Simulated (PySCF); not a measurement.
Shifts of the heteroatoms

Cartesian coordinates in Å; atom numbers follow the order of the lines, from 1:
```xyz
18

C    -3.441    0.513    0.084
C    -2.299    0.157    0.638
C    -1.441   -0.971    0.141
N    -0.110   -0.511   -0.146
N     0.249   -0.096   -1.335
C     1.512    0.276   -1.191
C     1.885    0.064    0.144
C     3.185    0.320    0.814
N     0.824   -0.436    0.772
H    -4.033    1.324    0.471
H    -3.837    0.001   -0.778
H    -1.904    0.680    1.498
H    -1.852   -1.393   -0.778
H    -1.360   -1.745    0.911
H     2.084    0.657   -2.011
H     3.155    1.273    1.341
H     3.985    0.355    0.078
H     3.389   -0.463    1.540
```

[PySCF: GIAO PBE0/pcSseg-1 shieldings; structure optimised with GFN2-xTB; in vacuum; one conformer; fast rotation and ring inversion assumed for equivalent nuclei; no relativistic terms]

Task: Where does ¹⁵N resonate?

Result: 
| atoms | environment | σ (ppm) | δ (ppm) |
| --- | --- | --- | --- |
| N5 | pyridine-type nitrogen of an azole | -98.9 | -57.0 |
| N9 | pyridine-type nitrogen of an azole | -90.5 | -64.7 |
| N4 | pyrrole-type ring nitrogen | -10.3 | -138.6 |

Shieldings were converted by a linear fit to measured shifts: ¹⁵N: δ = -148.07 − 0.921σ (rms 6.3 ppm, 71 shifts vs CH3NO2, solution or neat liquid). Occasional misses reach two or three times the rms, and more in compound classes unlike the fitted ones.

On a 300 MHz spectrometer ¹⁵N resonates near 30.4 MHz, so 1 ppm is 30.4 Hz.
